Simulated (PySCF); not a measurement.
A structure optimised at PBE-D3(BJ)/def2-SVP, used in a PySCF frequency run:

```xyz
10

C      1.9978    -0.1613    -0.4719
Ge     0.0909     0.0847    -0.2602
O     -0.8916    -0.8861    -1.4015
O     -0.2561     1.8166    -0.5068
Cl    -0.5906    -0.5361     1.7321
H      2.2398    -0.1742    -1.5517
H      2.5277     0.6773     0.0172
H      2.3033    -1.1179    -0.0097
H     -1.5287    -1.4281    -0.8979
H     -1.2171     1.9702    -0.5781
```

Problem. Write its SMILES and formula.

Solution. [CH3][Ge]([OH])([OH])[Cl], CH5ClGeO2

Problem. What are its rotational constants (standard atomic weights)?

Solution. 3.2091, 2.0311, 1.9559 GHz
